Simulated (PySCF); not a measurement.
## InH: frontier orbitals

B97-3 at R = 1.852 Å; PySCF, scalar-relativistic core potentials, basis sets In def2-TZVPPD with ECP28, H def2-TZVPPD. State: ¹Σ⁺ (singlet), closed shell. Only the outer orbitals are listed, counted within each symmetry, core potentials removing the inner ones.

| orbital | occ. | ε (eV) | on In (%) | main shells (%) |
| --- | --- | --- | --- | --- |
| 1δ | 2 | -21.16 | 100 | 100 In d |
| 1δ | 2 | -21.16 | 100 | 100 In d |
| 2π | 2 | -20.87 | 100 | 100 In d |
| 2π | 2 | -20.87 | 100 | 100 In d |
| 3σ | 2 | -20.86 | 99 | 99 In d |
| 4σ | 2 | -10.08 | 68 | 66 In s, 31 H s |
| 5σ | 2 | -5.68 | 65 | 39 In p, 35 H s, 24 In s |
| 3π | 0 | -1.61 | 99 | 99 In p |
| 3π | 0 | -1.61 | 99 | 99 In p |
| 6σ | 0 | 0.45 | 96 | 87 In s, 15 H s, 10 In p |

Which are the highest filled and the lowest empty level, where do they sit, and how wide is the gap?

Highest filled 5σ at -5.68 eV (in %: 39 In p, 35 H s, 24 In s); lowest empty 3π at -1.61 eV (in %: 99 In p); the gap at B97-3 is 4.07 eV.

* bond order (Mayer): 0.95
* ⟨S²⟩: 0.000
* charge on In (Mulliken, basis-dependent): 0.36
* charge on In (Löwdin, basis-dependent): 0.37
* dipole moment (positive dipole means In(−)H(+)): -0.92 D

Spin–orbit coupling is left out.
